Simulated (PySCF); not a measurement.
SMILES C1C=C[N]C=1 (C4H4N), doublet (CAM-B3LYP/def2-SVP optimised geometry):

```
9

C      0.038     1.011     0.000
C     -1.122     0.125     0.000
N     -0.777    -1.166     0.000
C      0.559    -1.166     0.000
C      1.115     0.184     0.000
H      0.019     2.100     0.000
H     -2.171     0.432     0.000
H      1.127    -2.100    -0.001
H      2.171     0.447     0.000
```

Computed with unrestricted CAM-B3LYP/def2-TZVP run with PySCF.

Task: What are the frontier orbital energies (α orbitals alone; a β orbital can be the lowest empty one) and the dipole moment?

Result: HOMO-2 -9.32 eV, HOMO-1 -8.73 eV, HOMO -8.38 eV, LUMO 2.03 eV, LUMO+1 2.11 eV; dipole moment 2.09 D.

On the same geometry unrestricted PBE/def2-TZVP in PySCF gives HOMO-2 -6.41 eV, HOMO-1 -6.32 eV, HOMO -6.03 eV, LUMO -0.24 eV, LUMO+1 -0.06 eV; dipole moment 1.95 D.

Meta-Löwdin charges at CAM-B3LYP/def2-TZVP: C1 -0.16, C2 0.06, N3 -0.32, C4 0.06, C5 -0.16, H6 0.13, H7 0.13, H8 0.13, H9 0.13.
